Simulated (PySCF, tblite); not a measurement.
Isomers of C5H8FN3. All values are computed: GFN2-xTB (tblite) harmonic vibrations without scaling, gas phase. The method is semi-empirical: single wavenumbers can be off by several per cent or more. One conformer each.

Electronic energies: PBE0/pcSseg-1 single points on the GFN2-xTB geometries (PySCF, gas phase).

| SMILES | electronic energy, lowest = 0 (kJ/mol) |
| --- | --- |
| CCc1c(F)nnn1C | 91.4 |
| CC(C)c1n[nH]c(F)n1 | 0.0 |
| CCCn1ncc(F)n1 | 77.4 |

Question: How do GFN2-xTB zero-point energies change the relative energies?

Answer: 
```csv
SMILES,ZPE (kJ/mol),of it from modes above 1550 cm⁻¹,electronic (kJ/mol),"with ZPE, lowest = 0 (kJ/mol)",lowest mode (cm⁻¹),rings
CC(C)c1n[nH]c(F)n1,350.2,157.1,0.0,0.0,34,1
CCCn1ncc(F)n1,351.0,145.5,77.4,78.2,18,1
CCc1c(F)nnn1C,348.4,153.9,91.4,89.7,46,1
```

The zero-point energies span 2.6 kJ/mol, from `CCc1c(F)nnn1C` to `CCCn1ncc(F)n1`. The order is unchanged.

Question: And how do the electronic energies of GFN2-xTB itself compare?

Answer: `CC(C)c1n[nH]c(F)n1` 0.0; `CCCn1ncc(F)n1` 45.3; `CCc1c(F)nnn1C` 53.5 kJ/mol, lowest = 0. Against the energies above, taken from the same isomer `CC(C)c1n[nH]c(F)n1`, the largest difference is 37.9 kJ/mol.
